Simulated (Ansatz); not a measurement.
```xyz
2

C     0.0000    0.0000    0.0000
Mg    0.0000    0.0000    6.2887
```

Basis set: pcseg-2 (spherical functions). Charge 0, multiplicity 1.

Computed with Ansatz (development build ahead of 0.2.0); each method stands on the lowest determinant of its kind that the runs found. Restricted functionals stand beside restricted open-shell atoms, which can lie above the unrestricted atoms usual in DFT and then raise those values.

Give the atomization energy at this shape (free ground-state atoms in the same class of orbitals less the molecule, no zero-point energy) of singlet MgC in separate pieces by PBE0 (unrestricted), PBE0 (restricted).

| method | atomization energy |
| --- | --- |
| PBE0 (unrestricted) | -0.41 eV |
| PBE0 (restricted) | -1.91 eV |

Caution: another spin multiplicity may lie lower; charge can spread falsely over distant fragments; the shape is not the minimum. Caution for PBE0 (unrestricted): the unrestricted determinant is a mixture of spin states. Caution for PBE0 (restricted): an unrestricted determinant lies well below; the molecule lies well above its atoms at this level.
